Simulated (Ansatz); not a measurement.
```yaml
crystal:
  periodic: [false, false, false]
  atoms:
    - {symbol: B, position_ang: [0.108259, -1.162223, 0.135972]}
    - {symbol: Ga, position_ang: [-0.141657, 0.895478, 0.048461]}
    - {symbol: H, position_ang: [-0.689910, -1.790011, 0.756152]}
    - {symbol: H, position_ang: [0.920115, -1.804124, -0.824731]}
    - {symbol: H, position_ang: [-0.944539, 1.915977, -1.091463]}
    - {symbol: H, position_ang: [0.778056, 1.837147, 0.992367]}
basis:
  gaussian: {orbitals: def2-mTZVP, final_grid: {core_spheres: 20, valence_spheres: 16, degree: 47}}
hamiltonian: {xc: {name: PBE-QIDH}}
relax: {f_tol: 0.0001, max_steps: 1}
```

```sh
$ ansatz run in.yaml --threads 2 --pin off --events-out ev --progress --plain --max-ram 4352MiB
```

Output, abridged:

```
Functional definition: PBE-QIDH
693 factors; integrals over basis functions are off by at most 4.2e-4 eV
mean field evaluation 1: about -53095.4934 eV, gradient 1.3e1 eV
mean field evaluation 2: about -53095.5308 eV, gradient 1.3e1 eV
mean field evaluation 4: about -53096.0603 eV, gradient 2.5e0 eV
mean field evaluation 8: about -53096.0712 eV, gradient 5.5e-2 eV
mean field evaluation 16: about -53096.0712 eV, gradient 1.4e-5 eV
mean field -53096.07122468 eV, -1951.2446276973 hartree, gradient 7.7e-7 eV, S^2 0.000000; 0 other end points of the search recorded, 0 dependent functions left out
10 core orbitals not correlated: weight in the atoms' cores, before any rotation towards them, 1.000 or more for the frozen orbitals, at most 0.000 for the correlated occupied ones
reference -53096.07123785 eV, -1951.2446281814 hartree; 10, 10 occupied and 47, 47 virtual orbitals, 693 factors
second order -8.09037936 eV of doubles, -0.00000000 eV of singles
relax step   1: F+E_penalty+E_count = -53098.76801780 eV  Δ(F+E_penalty+E_count) = +0.000e0 eV  max|allowed force component| = 2.800e0 eV/Å  Δτ_max = 0.0000 Å  (40 SCF iters, accepted)
Error: geometry relaxation did not converge after 1 steps: max|allowed force component| = 2.80e0 eV/Å (threshold 1.0e-4). Raise `relax.max_steps` over both its present limit and 1, loosen `relax.f_tol`, or start from a geometry closer to equilibrium. Where this run's directory can be resumed (`checkpoint.write`), a resume goes on for up to `relax.max_steps` more
```

Problem. What is wrong with this run?

Solution. The relaxation is allowed too few steps for its threshold. The calculation stopped without meeting its thresholds.
